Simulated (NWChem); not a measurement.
System: PbClF, singlet; SMILES [F][Pb][Cl]

Results from NWChem. Medium grid unless said otherwise, to which SCAN and Minnesota functionals are sensitive. Low-valent species are run as closed-shell singlets; no triplet was tried in these runs. Coordinates come from a PBE0/def2-SVP optimisation. def2 effective core potentials on Pb; no spin-orbit coupling. Hybrids' shares of exact exchange are those that their runs print; pure functionals count as 0. The functionals differ in more than this share.

```csv
row,share of exact exchange,orbital gap (eV)
PBE/def2-SVP,0.00,3.37
HCTH/407/def2-SVP,0.00,3.41
TPSSh/def2-SVP,0.10,4.32
B3LYP/def2-SVP,0.20,4.79
MN15/def2-SVP,0.44,withheld
M05-2X/def2-SVP,0.56,7.46
```

Question: Fit a straight line of the last column on the one before it, predict the withheld value, and compare with the run.

Answer: 
1. Means of the 5 shown rows: x = 0.172, y = 4.670. Slope Σ(x − x̄)(y − ȳ)/Σ(x − x̄)² = 1.551/0.2157 = 7.193; intercept 3.433.
2. The shown rows scatter about the line by 0.089 (root mean square); the largest residual is +0.17, at TPSSh/def2-SVP.
3. At x = 0.44 (MN15/def2-SVP; inside the shown range) the line gives 6.60.
4. The run gives 6.37, -0.23 from the line, 2.6 times the scatter.
